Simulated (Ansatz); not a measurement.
Pulling on the Ge1–O2 bond in GeO (multiplicity 1 held). Energies count from the point at 1.632 Å.


R- and RO- levels are restricted; in cc, def2 and unpolarised 6-31G sets they are followed outwards from rest. Unrestricted levels (U-) break spin symmetry where that is lower. Active spaces are followed from rest. Levels need not reach the same state.

Correlated levels freeze the cores. Filled d and f shells under p-block atoms count as core.

Run with Ansatz (a program for electronic structure). 

Energies in kcal/mol.

```tsv
R (Å)	U-HF/cc-pVDZ	R-CCSDT(Q)/cc-pVDZ	FIC-NEVPT4(SD) on CASSCF(10,8)/cc-pVDZ	FIC-MRCISD+Q on CASSCF(10,8)/cc-pVDZ
1.306	108.0	128.6	127.5	127.3
1.469	15.2	26.2	25.8	25.6
1.632	0.0	0.0	0.0	0.0
1.796	9.1	5.8	6.4	6.7
1.959	21.3	23.0	24.8	25.5
2.204	43.5	36.8	56.1	57.4
2.449	55.0	-215.7	83.0	84.6
2.857	58.2	191.0	112.5	114.1
3.265	59.7	202.5	126.4	127.8
3.755	60.8	209.0	133.5	134.8
4.408	61.7	211.7	134.8	136.1
5.224	62.1	212.2	135.2	136.6
6.530	62.3	212.3	135.4	136.7
```

Doubts at one or more of the structures used: a spin-contaminated determinant (U-HF/cc-pVDZ); T1 above 0.05 (R-CCSDT(Q)/cc-pVDZ); a restricted determinant that unrestricted orbitals would lower (R-CCSDT(Q)/cc-pVDZ); other coupled-cluster roots lie near (R-CCSDT(Q)/cc-pVDZ).
